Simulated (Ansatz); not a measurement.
Conformers and stereoisomers of Cl2H5NO2Si2 (`O[SiH](Cl)N[SiH](O)Cl`), each relaxed with PBE0-D4/def2-TZVP in Ansatz. CBS adds the triple-zeta coupled-cluster correction to the MP2 limit.

Not all of them had a frequency check.

Conformer A:

```xyz
12

O     0.132    0.055    2.232
Si    1.293    0.352    1.130
Cl    2.886   -0.938    1.267
N     0.631    0.172   -0.442
Si   -1.020    0.112   -0.854
O    -1.070    0.081   -2.483
Cl   -1.943   -1.595   -0.126
H    -0.347   -0.776    2.176
H     1.802    1.697    1.437
H     1.264   -0.107   -1.181
H    -1.774    1.225   -0.251
H    -1.852   -0.277   -2.906
```

Conformer B:

```xyz
12

O    -0.859   -1.890   -1.701
Si   -0.005   -0.610   -1.163
Cl    2.008   -1.105   -1.099
N    -0.605   -0.290    0.398
Si   -0.186    1.005    1.440
O     1.257    1.603    0.973
Cl   -1.483    2.579    1.310
H    -0.533   -2.373   -2.461
H    -0.061    0.562   -2.054
H    -1.247   -0.986    0.756
H    -0.235    0.536    2.839
H     1.949    0.970    0.761
```

Q: Which is lowest in electronic energy at CCSD(T)/CBS (frozen core, def2 sets), and by how much? (Best estimate.)

A: The calculation gave: A; B lies 5.0 kJ/mol higher.

Q: Give the energies relative to A (kJ/mol) with PBE-D4/def2-TZVPP, r2SCAN-D4/def2-TZVPP, B3LYP-D4/def2-TZVPP, r2SCAN/def2-TZVPP, SCS-MP2/def2-TZVPP, CCSD(T)/def2-TZVPP, SCS-MP2/def2-QZVPP. (Best estimate.)

A: Ansatz gave: 
```csv
level,B
PBE-D4/def2-TZVPP,5.6
r2SCAN-D4/def2-TZVPP,5.4
B3LYP-D4/def2-TZVPP,5.3
r2SCAN/def2-TZVPP,5.4
SCS-MP2/def2-TZVPP,5.6
CCSD(T)/def2-TZVPP,5.4
SCS-MP2/def2-QZVPP,5.3
```

B3LYP here is the variant with VWN-RPA as its local correlation; programs differ in this.
